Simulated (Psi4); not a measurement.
Input file for Psi4: SAPT0/aug-cc-pVDZ on CH10GeSi (a complex).

```
memory 1800 MB

molecule dimer {
0 1
Ge    0.18697764   -0.15005688    0.20538804
H     0.70287154   -1.19526948    1.20462870
H     0.86880589   -0.35826398   -1.15466851
H     0.49694520    1.25767441    0.73187328
H    -1.33266865   -0.31165876    0.04504240
--
0 1
C    -1.28045160    0.33081196    3.90957789
Si    0.47073104   -0.06941330    4.45226990
H    -1.44304325    1.40973956    3.88471249
H    -2.00571133   -0.10427655    4.59972421
H    -1.48842115   -0.06508484    2.91448368
H     1.46072269    0.58616106    3.56518112
H     0.70768292   -1.53279992    4.41614132
H     0.70074178    0.40729085    5.83829014
units angstrom
symmetry c1
no_reorient
no_com
}

set {
  basis aug-cc-pVDZ
  scf_type df
  freeze_core true
}

energy('sapt0')
```

It printed:

```
[...]
==> Input File <==

--------------------------------------------------------------------------
memory 1800 MB

molecule dimer {
0 1
Ge    0.18697764   -0.15005688    0.20538804
H     0.70287154   -1.19526948    1.20462870
H     0.86880589   -0.35826398   -1.15466851
H     0.49694520    1.25767441    0.73187328
H    -1.33266865   -0.31165876    0.04504240
--
0 1
C    -1.28045160    0.33081196    3.90957789
Si    0.47073104   -0.06941330    4.45226990
H    -1.44304325    1.40973956    3.88471249
H    -2.00571133   -0.10427655    4.59972421
H    -1.48842115   -0.06508484    2.91448368
H     1.46072269    0.58616106    3.56518112
H     0.70768292   -1.53279992    4.41614132
H     0.70074178    0.40729085    5.83829014
units angstrom
symmetry c1
no_reorient
no_com
}

set {
  basis aug-cc-pVDZ
  scf_type df
  freeze_core true
}

energy('sapt0')
--------------------------------------------------------------------------


   => Loading Basis Set <=

    Name: AUG-CC-PVDZ
    Role: ORBITAL
    Keyword: BASIS
    atoms 1         entry GE         line  2999 file aug-cc-pvdz.gbs
    atoms 2-5, 8-13 entry H          line    40 file aug-cc-pvdz.gbs
    atoms 6         entry C          line   182 file aug-cc-pvdz.gbs
    atoms 7         entry SI         line   570 file aug-cc-pvdz.gbs

   => Loading Basis Set <=

    Name: AUG-CC-PVDZ
    Role: ORBITAL
    Keyword: BASIS
    atoms 1         entry GE         line  2999 file aug-cc-pvdz.gbs
    atoms 2-5, 8-13 entry H          line    40 file aug-cc-pvdz.gbs
    atoms 6         entry C          line   182 file aug-cc-pvdz.gbs
    atoms 7         entry SI         line   570 file aug-cc-pvdz.gbs


  //>>>>>>>>>>>>>>>>>>>>>>>>>>>>>>>>>>>//
  //              Dimer HF             //
  //<<<<<<<<<<<<<<<<<<<<<<<<<<<<<<<<<<<//

   => Libint2 <=

    Primary   basis highest AM E, G, H:  7, 6, 3
    Auxiliary basis highest AM E, G, H:  7, 7, 4
    Onebody   basis highest AM E, G, H:  -, -, -
    Solid Harmonics ordering:            Gaussian


   => Loading Basis Set <=

    Name: AUG-CC-PVDZ
    Role: ORBITAL
    Keyword: BASIS
    atoms 1         entry GE         line  2999 file aug-cc-pvdz.gbs
    atoms 2-5, 8-13 entry H          line    40 file aug-cc-pvdz.gbs
    atoms 6         entry C          line   182 file aug-cc-pvdz.gbs
    atoms 7         entry SI         line   570 file aug-cc-pvdz.gbs


         ---------------------------------------------------------
                                   SCF
               by Justin Turney, Rob Parrish, Andy Simmonett
                          and Daniel G. A. Smith
                              RHF Reference
                        1 Threads,   1716 MiB Core
         ---------------------------------------------------------

  ==> Geometry <==

    Molecular point group: c1
    Full point group: C1

    Geometry (in Angstrom), charge = 0, multiplicity = 1:

       Center              X                  Y                   Z               Mass
    ------------   -----------------  -----------------  -----------------  -----------------
         GE           0.186977640000    -0.150056880000     0.205388040000    73.921177761000
         H            0.702871540000    -1.195269480000     1.204628700000     1.007825032230
         H            0.868805890000    -0.358263980000    -1.154668510000     1.007825032230
         H            0.496945200000     1.257674410000     0.731873280000     1.007825032230
         H           -1.332668650000    -0.311658760000     0.045042400000     1.007825032230
         C           -1.280451600000     0.330811960000     3.909577890000    12.000000000000
         SI           0.470731040000    -0.069413300000     4.452269900000    27.976926534650
         H           -1.443043250000     1.409739560000     3.884712490000     1.007825032230
         H           -2.005711330000    -0.104276550000     4.599724210000     1.007825032230
         H           -1.488421150000    -0.065084840000     2.914483680000     1.007825032230
         H            1.460722690000     0.586161060000     3.565181120000     1.007825032230
         H            0.707682920000    -1.532799920000     4.416141320000     1.007825032230
         H            0.700741780000     0.407290850000     5.838290140000     1.007825032230

  Running in c1 symmetry.

  Rotational constants: A =      0.30947  B =      0.01949  C =      0.01868 [cm^-1]
  Rotational constants: A =   9277.80520  B =    584.31498  C =    559.98049 [MHz]
  Nuclear repulsion =  226.222886619389357

  Charge       = 0
  Multiplicity = 1
  Electrons    = 62
  Nalpha       = 31
  Nbeta        = 31

  ==> Algorithm <==

  SCF Algorithm Type is DF.
  DIIS enabled.
  MOM disabled.
  Fractional occupation disabled.
  Guess Type is SAD.
  Energy threshold   = 1.00e-08
  Density threshold  = 1.00e-08
  Integral threshold = 1.00e-12

  ==> Primary Basis <==

  Basis Set: AUG-CC-PVDZ
    Blend: AUG-CC-PVDZ
    Number of shells: 84
    Number of basis functions: 176
    Nu
[...]
     33.140676
     173A    109.446334   174A    109.451241   175A    109.473771
     176A    580.996389

    Final Occupation by Irrep:
              A
    DOCC [    13 ]
    NA   [    13 ]
    NB   [    13 ]

  @DF-RHF Final Energy:  -330.29332935617521

   => Energetics <=

    Nuclear Repulsion Energy =             62.8145422656245529
    One-Electron Energy =                -580.2719301530469238
    Two-Electron Energy =                 187.1640585312471785
    Total Energy =                       -330.2933293561751498

Computation Completed


Properties will be evaluated at   0.000000,   0.000000,   0.000000 [a0]

Properties computed using the SCF density matrix


 Multipole Moments:

 ------------------------------------------------------------------------------------
     Multipole            Electronic (a.u.)      Nuclear  (a.u.)        Total (a.u.)
 ------------------------------------------------------------------------------------

 L = 1.  Multiply by 2.5417464519 to convert [e a0] to [Debye]
 Dipole X            :          5.7066233           -5.9724858           -0.2658625
 Dipole Y            :         -3.1796467            3.2392093            0.0595626
 Dipole Z            :       -209.8613432          209.7742999           -0.0870433
 Magnitude           :                                                    0.2860194

 ------------------------------------------------------------------------------------

  Constructing Basis Sets for SAPT...

   => Loading Basis Set <=

    Name: (AUG-CC-PVDZ AUX)
    Role: RIFIT
    Keyword: DF_BASIS_SAPT
    atoms 1         entry GE         line   760 file aug-cc-pvdz-ri.gbs
    atoms 2-5, 8-13 entry H          line    30 file aug-cc-pvdz-ri.gbs
    atoms 6         entry C          line   112 file aug-cc-pvdz-ri.gbs
    atoms 7         entry SI         line   400 file aug-cc-pvdz-ri.gbs

   => Loading Basis Set <=

    Name: (AUG-CC-PVDZ AUX)
    Role: JKFIT
    Keyword: DF_BASIS_ELST
    atoms 1         entry GE         line  1047 file aug-cc-pvdz-jkfit.gbs
    atoms 2-5, 8-13 entry H          line    70 file aug-cc-pvdz-jkfit.gbs
    atoms 6         entry C          line   154 file aug-cc-pvdz-jkfit.gbs
    atoms 7         entry SI         line   526 file aug-cc-pvdz-jkfit.gbs


  //>>>>>>>>>>>>>>>>>>>>>>>>>>>>>>>>>>>//
  //               SAPT0               //
  //<<<<<<<<<<<<<<<<<<<<<<<<<<<<<<<<<<<//



        SAPT0
    Ed Hohenstein
     6 June 2009

      Orbital Information
  --------------------------
    NSO        =       176
    NMO        =       176
    NRI        =       524
    NRI (Elst) =       728
    NOCC A     =        18
    NOCC B     =        13
    FOCC A     =         9
    FOCC B     =         6
    NVIR A     =       158
    NVIR B     =       163

    Elst10,r            =    -0.000802546568 [Eh]
    Exch10              =     0.003280354173 [Eh]
    Exch10 (S^2)        =     0.003273004357 [Eh]

    Maxiter = 50
    CPHF R converge = 1.000000E-08

    Iter     Energy [mEh]          dE [mEh]         Residual      Time [s]
       1      -0.37445827       0.374458273     2.426256e-03             0
       2      -0.46024280       0.085784528     2.952866e-04             0
       3      -0.45858667      -0.001656134     5.773205e-05             0
       4      -0.45847030      -0.000116364     1.280803e-05             0
       5      -0.45855261       0.000082308     3.154045e-06             0
       6      -0.45854722      -0.000005391     7.792887e-07             0
       7      -0.45854399      -0.000003226     1.246471e-07             0
       8      -0.45854468       0.000000683     1.761380e-08             1
       9      -0.45854461      -0.000000064     2.099631e-09             1

    CHF Iterations converged

    Maxiter = 50
    CPHF R converge = 1.000000E-08

    Iter     Energy [mEh]          dE [mEh]         Residual      Time [s]
       1      -0.45335353       0.453353525     2.434702e-03             0
       2      -0.53717939       0.083825863     3.763162e-04             0
       3      -0.53525499      -0.001924399     1.076474e-04             0
       4      -0.53475867      -0.000496320     2.993002e-05             0
       5      -0.53486632       0.000107650     7.132517e-06             0
       6      -0.53490623       0.000039915     1.311970e-06             0
       7      -0.53489660      -0.000009630     2.703983e-07             0
       8      -0.53489799       0.000001388     4.384610e-08             0
       9      -0.53489787      -0.000000122     6.868779e-09             0

    CHF Iterations converged

    Ind20,r (A<-B)      =    -0.000458544613 [Eh]
    Ind20,r (B<-A)      =    -0.000534897870 [Eh]
    Ind20,r             =    -0.000993442483 [Eh]
    Exch-Ind20,r (A<-B) =     0.000370886103 [Eh]
    Exch-Ind20,r (B<-A) =     0.000466249970 [Eh]
    Exch-Ind20,r        =     0.000837136073 [Eh]
    Disp20              =    -0.003807458247 [Eh]
    Disp20 (SS)         =    -0.001903729123 [Eh]
    Disp20 (OS)         =    -0.001903729123 [Eh]
    Exch-Disp20         =     0.000298323412 [Eh]
    Exch-Disp20 (SS)    =     0.000199598378 [Eh]
    Exch-Disp20 (OS)    =     0.000098725034 [Eh]

    SAPT Results
  --------------------------------------------------------------------------------------------------------
    Electrostatics                 -0.80254657 [mEh]      -0.50360557 [kcal/mol]      -2.10708572 [kJ/mol]
      Elst10,r                     -0.80254657 [mEh]      -0.50360557 [kcal/mol]      -2.10708572 [kJ/mol]

    Exchange                        3.28035417 [mEh]       2.05845332 [kcal/mol]       8.61256869 [kJ/mol]
      Exch10                        3.28035417 [mEh]       2.05845332 [kcal/mol]       8.61256869 [kJ/mol]
      Exch10(S^2)                   3.27300436 [mEh]       2.05384124 [kcal/mol]       8.59327176 [kJ/mol]

    Induction                      -0.38088505 [mEh]      -0.23900898 [kcal/mol]      -1.00001357 [kJ/mol]
      Ind20,r                      -0.99344248 [mEh]      -0.62339457 [kcal/mol]      -2.60828288 [kJ/mol]
      Exch-Ind20,r                  0.83713607 [mEh]       0.52531082 [kcal/mol]       2.19790046 [kJ/mol]
      delta HF,r (2)               -0.22457864 [mEh]      -0.14092522 [kcal/mol]      -0.58963114 [kJ/mol]

    Dispersion                     -3.50913483 [mEh]      -2.20201535 [kcal/mol]      -9.21323224 [kJ/mol]
      Disp20                       -3.80745825 [mEh]      -2.38921612 [kcal/mol]      -9.99648025 [kJ/mol]
      Exch-Disp20                   0.29832341 [mEh]       0.18720077 [kcal/mol]       0.78324801 [kJ/mol]
      Disp20 (SS)                  -1.90372912 [mEh]      -1.19460806 [kcal/mol]      -4.99824012 [kJ/mol]
      Disp20 (OS)                  -1.90372912 [mEh]      -1.19460806 [kcal/mol]      -4.99824012 [kJ/mol]
      Exch-Disp20 (SS)              0.19959838 [mEh]       0.12524987 [kcal/mol]       0.52404547 [kJ/mol]
      Exch-Disp20 (OS)              0.09872503 [mEh]       0.06195089 [kcal/mol]       0.25920254 [kJ/mol]

  Total HF                          2.09692255 [mEh]       1.31583877 [kcal/mol]       5.50546940 [kJ/mol]
  Total SAPT0                      -1.41221228 [mEh]      -0.88617659 [kcal/mol]      -3.70776283 [kJ/mol]

  Special recipe for scaled SAPT0 (see Manual):
    Electrostatics sSAPT0          -0.80254657 [mEh]      -0.50360557 [kcal/mol]      -2.10708572 [kJ/mol]
    Exchange sSAPT0                 3.28035417 [mEh]       2.05845332 [kcal/mol]       8.61256869 [kJ/mol]
    Induction sSAPT0               -0.37523279 [mEh]      -0.23546213 [kcal/mol]      -0.98517356 [kJ/mol]
    Dispersion sSAPT0              -3.50712058 [mEh]      -2.20075139 [kcal/mol]      -9.20794383 [kJ/mol]
  Total sSAPT0                     -1.40454577 [mEh]      -0.88136578 [kcal/mol]      -3.68763442 [kJ/mol]
  --------------------------------------------------------------------------------------------------------



*** Psi4 exiting successfully. Buy a developer a beer!
```

The run finished.

Cost: about 17 core-seconds (a rough figure).
